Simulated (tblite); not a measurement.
C8H7FOS.
Bonds: C1–S2, S2–C3, C3–C4 (aromatic), C4–C5 (aromatic), C5–C6 (aromatic), C6–C7 (aromatic), C7–C8, C8–O9 (double), C8–F10, C7–C11 (aromatic), C3–C11 (aromatic). Hydrogens: H12, H13, H14 on C1; H15 on C4; H16 on C5; H17 on C6; H18 on C11.

Structure optimised with GFN2-xTB, isolated species.

Task: What internal coordinates does the optimisation give?

Result: 
| bond | length (Å) | order |
| --- | --- | --- |
| C1–S2 | 1.814 | single |
| S2–C3 | 1.760 | single |
| C3–C4 | 1.398 | aromatic |
| C4–C5 | 1.381 | aromatic |
| C5–C6 | 1.385 | aromatic |
| C6–C7 | 1.393 | aromatic |
| C7–C8 | 1.462 | single |
| C8=O9 | 1.186 | double |
| C8–F10 | 1.368 | single |
| C7–C11 | 1.397 | aromatic |
| C3–C11 | 1.384 | aromatic |
| C1–H12, C1–H13, C1–H14 | 1.086 | single |
| C4–H15 | 1.079 | single |
| C5–H16 | 1.079 | single |
| C6–H17 | 1.078 | single |
| C11–H18 | 1.078 | single |

Bonds in one row agree within 0.01 Å and their mean is given. Orders are formal, as drawn. A selection of angles:
| angle | degrees |
| --- | --- |
| S2–C1–H12 | 105.5 |
| S2–C1–H13 | 110.1 |
| H12–C1–H13 | 109.9 |
| H13–C1–H14 | 111.5 |
| C1–S2–C3 | 104.0 |
| S2–C3–C4 | 116.5 |
| S2–C3–C11 | 124.2 |
| C4–C3–C11 | 119.4 |
| C3–C4–C5 | 120.6 |
| C3–C4–H15 | 118.7 |
| C5–C4–H15 | 120.6 |
| C4–C5–C6 | 120.5 |
| C4–C5–H16 | 119.6 |
| C6–C5–H16 | 120.0 |
| C5–C6–C7 | 119.1 |
| C5–C6–H17 | 120.8 |
| C7–C6–H17 | 120.1 |
| C6–C7–C8 | 122.2 |
| C6–C7–C11 | 120.7 |
| C8–C7–C11 | 117.1 |
| C7–C8–O9 | 129.0 |
| C7–C8–F10 | 112.4 |
| O9–C8–F10 | 118.6 |
| C7–C11–H18 | 117.9 |
| C3–C11–C7 | 119.7 |
| C3–C11–H18 | 122.4 |

Torsions: C1–S2–C3–C4 180° (antiperiplanar); C6–C7–C8–O9 180° (antiperiplanar).

The C–C distances run from 1.381 Å (C4–C5, aromatic) to 1.462 Å (C7–C8, drawn single), a spread of 0.081 Å. The 6-membered ring C3–C4–C5–C6–C7–C11 has internal angles of 119.1° to 120.7°; it is planar, 0.00 Å rms from its mean plane, widest ring torsion 0°. The 11 heavy atoms lie in one plane (0.005 Å rms). Of the pairs four or more bonds apart, C1···H18 is among the closest relative to their van der Waals radii: 2.57 Å, 89 % of the sum of Bondi's values. The C–S distances run from 1.760 Å (S2–C3, drawn single) to 1.814 Å (C1–S2, drawn single), a spread of 0.054 Å.

Point group: Cs (every atom within 0.08 Å of its image). Its GFN2-xTB frequencies are all real (lowest 42 cm⁻¹). One conformer, not necessarily the lowest.

All values are computed, not measured.
